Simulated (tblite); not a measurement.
Sb23H13 (flake antimonene) at step 0 of a GFN1-xTB optimisation (tblite, gas phase), coordinates in Å:

```
  1 Sb    2.060    0.063   -0.817
  2 Sb   -0.003    1.254    0.828
  3 Sb   -2.049    0.063   -0.814
  4 Sb   -2.055   -2.303    0.829
  5 Sb   -0.001   -3.495   -0.812
  6 Sb    2.052   -2.308    0.832
  7 Sb   -4.109   -3.492   -0.819
  8 Sb   -4.106   -5.864    0.836
  9 Sb   -2.052   -7.055   -0.816
 10 Sb   -0.003   -5.867    0.836
 11 Sb    4.108    3.623   -0.817
 12 Sb    2.052    4.809    0.835
 13 Sb   -0.003    3.625   -0.810
 14 Sb    4.112    1.251    0.832
 15 Sb    2.053    7.188   -0.815
 16 Sb   -0.002    8.370    0.841
 17 Sb   -2.054    7.185   -0.814
 18 Sb   -2.056    4.807    0.834
 19 Sb    4.109   -3.492   -0.813
 20 Sb    2.058   -7.052   -0.813
 21 Sb    4.107   -5.863    0.836
 22 Sb   -4.110    3.626   -0.815
 23 Sb   -4.106    1.256    0.841
 24 H    -5.337   -2.792    0.165
 25 H    -5.332   -6.570   -0.146
 26 H    -2.061   -8.466    0.169
 27 H     5.333    4.333    0.166
 28 H     5.332    0.546   -0.146
 29 H     3.278    7.890    0.165
 30 H     0.001    9.782   -0.144
 31 H    -3.274    7.890    0.166
 32 H     5.331   -2.786    0.167
 33 H     2.054   -8.465    0.165
 34 H     5.335   -6.574   -0.144
 35 H    -5.331    4.332    0.163
 36 H    -5.332    0.548   -0.150
```

Spin-orbit coupling is left out, which matters for the heavier atoms here.

Task: What are the forces on the atoms (eV/Å)?

Result: 
```
  1 Sb    0.01    0.02    1.83
  2 Sb    0.05    0.00   -1.77
  3 Sb   -0.10    0.05    1.80
  4 Sb   -0.04   -0.04   -1.78
  5 Sb   -0.01    0.00    1.78
  6 Sb    0.05    0.01   -1.81
  7 Sb    0.56   -0.36    1.48
  8 Sb    0.60    0.35   -1.54
  9 Sb   -0.04    0.68    1.47
 10 Sb    0.02   -0.03   -1.85
 11 Sb   -0.55   -0.34    1.50
 12 Sb    0.04    0.04   -1.86
 13 Sb    0.01   -0.02    1.75
 14 Sb   -0.61    0.38   -1.44
 15 Sb   -0.61   -0.36    1.48
 16 Sb    0.01   -0.69   -1.53
 17 Sb    0.63   -0.36    1.45
 18 Sb   -0.04    0.05   -1.83
 19 Sb   -0.60   -0.36    1.42
 20 Sb   -0.02    0.70    1.44
 21 Sb   -0.57    0.33   -1.50
 22 Sb    0.60   -0.39    1.46
 23 Sb    0.53    0.31   -1.58
 24 H     0.18   -0.11   -0.17
 25 H     0.16    0.09    0.17
 26 H    -0.01    0.19   -0.17
 27 H    -0.19   -0.10   -0.20
 28 H    -0.12    0.07    0.13
 29 H    -0.16   -0.08   -0.15
 30 H     0.00   -0.17    0.17
 31 H     0.14   -0.07   -0.13
 32 H    -0.15   -0.10   -0.14
 33 H     0.02    0.17   -0.14
 34 H    -0.17    0.10    0.18
 35 H     0.14   -0.07   -0.15
 36 H     0.22    0.12    0.23
```
